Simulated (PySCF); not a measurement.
Identify the unknown among the candidates.

All candidates are C5H10Si.

| technique | computed result |
| --- | --- |
| Polarisability | 81.3 au [CAM-B3LYP/def2-SVPD] |
| Triplet | lowest triplet excitation (Tamm–Dancoff): 4.48 eV [TDA CAM-B3LYP/def2-SVPD] |
| NMR, other nuclei | isotropic shieldings of nuclei other than C and H, by class: 357 (1 Si) ppm [GIAO PBE0/pcSseg-1] |
| 1H NMR | chemical shifts (computed TMS as zero) by class: 6.08 (2 H), 4.67 (1 H), 1.77 (2 H), 1.49 (2 H), 0.20 (3 H) ppm [GIAO PBE0/pcSseg-1] |
| Rotational structure | rotational constants A, B, C: 4.878, 2.321, 1.865 GHz [GFN2-xTB] |
| UV, strongest line | among the 8 lowest singlet transitions: S2 at 7.21 eV (172 nm, f = 0.186) [TDDFT CAM-B3LYP/def2-SVPD] |
| 13C NMR | chemical shifts (computed TMS as zero) by class: 138.3 (2 C), 20.2 (2 C), -3.5 (1 C) ppm [GIAO PBE0/pcSseg-1] |

Electronic properties: PySCF, gas phase, density fitting. Levels stand in brackets. Isolated species at its GFN2-xTB geometry, gas phase. NMR classes are plain means over equivalent atoms (diastereotopic ones count apart unless rotation or inversion swaps them), as if these changed places fast.

**Question.** Which candidate is it?
A. `C#CC[C@@H](C)[SiH3]`
B. `C=C[SiH2]C(=C)C`
C. `C[SiH]1CC=CC1`
D. `C=C/C=C(\C)[SiH3]`
E. `C=CC[SiH]1CC1`

**Answer.** C. It is `C[SiH]1CC=CC1`. Numbering: `[CH3:1][SiH:2]1[CH2:3][CH:4]=[CH:5][CH2:6]1`. Its formula, C5H10Si, gives 2 degrees of unsaturation: 1 ring and 1 π bond in the structure found. 5 carbons fall into 3 classes; from least to most shielded: alkene CH carbon [C4/C5] (138.3 ppm, 2 C), ring sp3 carbon bound to silicon [C3/C6] (20.2 ppm, 2 C), Si-methyl carbon [C1] (-3.5 ppm). Hydrogen classes from least to most shielded: 2 H on 2 alkene CH carbons, C4/C5 (6.08 ppm), 1 H on an SiH silicon, Si2 (4.67 ppm), 2 H on 2 like atoms (sp3 carbon bound to silicon), C3/C6 (1.77 ppm), 2 H on 2 like atoms (sp3 carbon bound to silicon), C3/C6 (1.49 ppm), 3 H on an Si-methyl carbon, C1 (0.20 ppm). The other shieldings belong to: 357 ppm, SiH silicon [Si2]. The optimised geometry has point group Cs and is an asymmetric top.

The others, at the same levels:
- `C=CC[SiH]1CC1` fails: it has 4 carbon classes against 3; its computed 13C shifts are 143.0 (1 C), 119.8 (1 C), 23.2 (1 C), -4.1 (2 C) ppm, 1H shifts are 6.25 (1 H), 5.35 (1 H), 5.18 (1 H), 2.92 (1 H), 1.72 (2 H), 0.52 (2 H), 0.48 (2 H) ppm and strongest line among the 8 lowest singlet transitions is S1 at 6.35 eV (195 nm, f = 0.322) (against S2 at 7.21 eV).
- `C=C[SiH2]C(=C)C` fails: it has 5 carbon classes against 3; its computed 13C shifts are 151.4 (1 C), 143.9 (1 C), 142.5 (1 C), 135.3 (1 C), 27.3 (1 C) ppm, 1H shifts are 6.46 (1 H), 6.45 (1 H), 6.31 (1 H), 6.04 (1 H), 5.78 (1 H), 4.59 (2 H), 2.00 (3 H) ppm and static isotropic polarisability is 88.1 au (against 81.3 au).
- `C=C/C=C(\C)[SiH3]` fails: it has 5 carbon classes against 3; its computed 13C shifts are 151.3 (1 C), 139.7 (1 C), 139.4 (1 C), 126.6 (1 C), 18.0 (1 C) ppm, 1H shifts are 6.93 (1 H), 6.74 (1 H), 5.57 (1 H), 5.52 (1 H), 4.21 (3 H), 2.05 (3 H) ppm and lowest triplet excitation (Tamm–Dancoff) is 2.99 eV (against 4.48 eV).
- `C#CC[C@@H](C)[SiH3]` fails: it has 5 carbon classes against 3; its computed 13C shifts are 89.2 (1 C), 75.9 (1 C), 25.3 (1 C), 20.1 (1 C), 18.3 (1 C) ppm, 1H shifts are 3.73 (3 H), 2.54 (1 H), 1.92 (1 H), 1.47 (1 H), 1.32 (3 H), 1.16 (1 H) ppm and rotational constant A is 6.456 GHz (against 4.878 GHz).

Each candidate is one conformer, not necessarily the lowest. The conformers computed, where there is a choice (atom-mapped SMILES and torsion angles):
- `[CH2:1]=[CH:2][CH2:3][SiH:4]1[CH2:5][CH2:6]1`: C1–C2–C3–Si4 106°, C2–C3–Si4–C5 151°
- `[CH2:1]=[CH:2][SiH2:3][C:4](=[CH2:5])[CH3:6]`: C1–C2–Si3–C4 -117°, C2–Si3–C4–C5 -121°
- `[CH2:1]=[CH:2]/[CH:3]=[C:4](\[CH3:5])[SiH3:6]`: C1–C2–C3–C4 179°
- `[CH:1]#[C:2][CH2:3][C@@H:4]([CH3:5])[SiH3:6]`: C2–C3–C4–C5 64°

The conformers of `C[SiH]1CC=CC1` aren't listed.
